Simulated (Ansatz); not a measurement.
Reaction (cleavage of the Si–Al bond): `C=[CH][Al]([F])[SiH3]` + `O[SiH](F)[SiH3]` → `F[SiH]([SiH3])O[SiH3]` + `C=[CH][AlH][F]`

Gas-phase electronic energies from Ansatz, PBE0-D4/def2-TZVP geometries. CCSD(T)/CBS adds triple-zeta CCSD(T) − MP2 to the extrapolated MP2 energy (def2 sets, frozen cores). Each species was taken in one conformer, which may not be the lowest.

```tsv
level	ΔE (kcal/mol)
HF/def2-QZVPP	-29.8
MP2/def2-QZVPP	-25.1
```

Question: What does CCSD(T)/CBS give? (Estimate.)

Answer: The calculation gave: -22.9 kcal/mol. The listed levels differ from it by -6.9, -2.2 kcal/mol.

Largest T1 diagnostic among the species: 0.013.

From PBE to PBE0 (25 % exact exchange), in def2-TZVPP and without D4, ΔE moves by −2.1 kcal/mol. The D4 term adds −0.7 kcal/mol with B3LYP and −0.4 kcal/mol with PBE0; it sums over pairs of atoms, weighted by their polarisabilities, and B3LYP, whose exchange is more repulsive, gets the larger term. In def2-TZVPP, CCSD(T) changes the Hartree–Fock value by +6.5 kcal/mol (the triples alone add +0.8 kcal/mol) and MP2 by +4.4 kcal/mol.

B3LYP here is the variant with VWN-RPA as its local correlation; programs differ in this.
